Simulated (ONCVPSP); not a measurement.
**silver (Ag): excitation energies, all-electron against ONCV**

ONCVPSP 4.0.1 input, shortened (lines: element, Z, core and valence counts, functional; n l f; lmax; l rc ep ncon nbas qcut; lloc lpopt rc5 dvloc0; l nproj debl; icmod fcfact rcfact), PBEsol, scalar-relativistic:

```
  Ag 47.00    8    2  -116133      upf
    1    0    2.00
    2    0    2.00
    2    1    6.00
    3    0    2.00
    3    1    6.00
    3    2   10.00
    4    0    2.00
    4    1    6.00
    4    2   10.00
    5    1    1.00
    2
    0    2.40    0.27    3    6    3.10
    1    3.00    0.00    4    8    2.50
    2    1.45    0.00    4    8    8.80
    4    5    1.40    0.00
    0    2    0.60
    1    3    3.50
    2    3    3.30
    3    2.75    1.80
```

In the s channel the program set the typed energies aside and used 0.050, 0.650 Ha.

Energies are relative to the spin-unpolarised reference configuration 4d10 5p1; without spin polarisation the order of configurations can differ from experiment.

```tsv
valence configuration	charge	ΔE all-electron (eV)	error AE − PS (meV)
4d10 5s1 5p0	0	-3.930	-10
4d10 5p0	+1	3.816	-9.9
4d9 5p0	+2	25.930	-125
4d9 5s1 5p1	0	4.677	-102
```

Note: ghosts flagged at negative energy: s at -70.7 eV (a further GHOST(-) flag falls on a real empty level of the atom); GHOST(+) flagged for p at 165.3 eV. A true bound ghost makes a file unfit for plane-wave use.
